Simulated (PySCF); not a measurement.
Simulated Cl 2p region for GeBrCl3, `[Cl][Ge]([Cl])([Cl])[Br]`, binding energy against the vacuum level.

Every computed line was given a Gaussian of 0.4 eV full width at half maximum and an area set by the number of equivalent atoms (split 2:1 within a doublet); the highest printed point is 100. The calculation used delta-SCF UKS SCAN, pcX-2 on the ionised atom, pcseg-1 elsewhere, spin-free X2C (PySCF).

binding energy (eV), intensity and a bar:
```
    206.0          1 
    206.1          6 ##
    206.2         20 ######
    206.3         48 ##############
    206.4         82 #########################
    206.5        100 ##############################
    206.6         86 ##########################
    206.7         52 ################
    206.8         22 #######
    206.9          7 ##
    207.0          1 
    207.1          0 
    207.2          0 
    207.3          0 
    207.4          0 
    207.5          0 
    207.6          0 
    207.7          1 
    207.8          5 ##
    207.9         15 #####
    208.0         32 ##########
    208.1         47 ##############
    208.2         49 ###############
    208.3         36 ###########
    208.4         19 ######
    208.5          7 ##
    208.6          2 #
    208.7          0
```

**Question.** Count the maxima, the lines and the sites behind this envelope.

**Answer.** The curve has 2 maxima (at 206.5 and 208.2 eV). Under it lie 2 lines from 1 inequivalent chlorine site, drawn as a 2p3/2, 2p1/2 pair.

**Question.** Decompose the envelope and assign each component. Bonds: Ge1–Br2, Ge1–Cl3, Ge1–Cl4, Ge1–Cl5.

**Answer.** 
```csv
position (eV),relative area,line,atoms,environment
206.51,2.00,Cl 2p3/2,Cl3/Cl4/Cl5,chlorine bonded to Ge
208.16,1.00,Cl 2p1/2,Cl3/Cl4/Cl5,chlorine bonded to Ge
```

Shake-up satellites, vibrational structure and lifetime widths aren't simulated. The first atom of each set that the bonding makes equivalent was ionised and stands for the set. Spin–orbit coupling isn't in the SCF: each 2p doublet comes from a relaxed spin-free hole plus a matrix of the shell (mean-field spin–orbit coupling and the ground-state 2p splitting), with 2p3/2 averaged over its two sublevels. 2p1/2 minus 2p3/2 (ligand field included): Cl 1.65 eV. Geometry: PBE0-D3(BJ)/def2-SVP; no solvent, vibrations or thermal averaging.

Hardware: an AMD EPYC with one thread, on a shared host. Cost: 13 s wall, 0.38 GiB resident at most.
